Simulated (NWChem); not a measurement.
# BiHTeF2; SMILES [F][Bi]([F])[TeH]

```xyz
5

Bi     0.0019     0.9288     0.2455
F     -1.4836     1.3222    -1.0791
F      1.4545     1.3434    -1.1096
Te     0.0002    -1.9056    -0.0442
H      0.0909    -1.9875     1.6221
```
Atoms are numbered in this order, from 1.

All runs: NWChem. Geometry: optimised at PBE0/def2-SVP. def2 effective core potentials on Te, Bi; no spin-orbit coupling. Level SCAN/def2-SVP: energy and gradient on several grids; changes count from the extra-fine grid, which is no exact limit either.

| grid | size of the energy change (μHa) | largest change of a gradient component (μHa/bohr) | time, medium = 1 (rough) |
|---|---|---|---|
| xcoarse | 40000 | 20000 | about 1 |
| coarse | 7000 | 2000 | about 1 |
| medium | 9000 | 600 | about 1 |
| fine | 300 | 300 | about 1 |
| xfine | < 10 | < 30 | 2 |
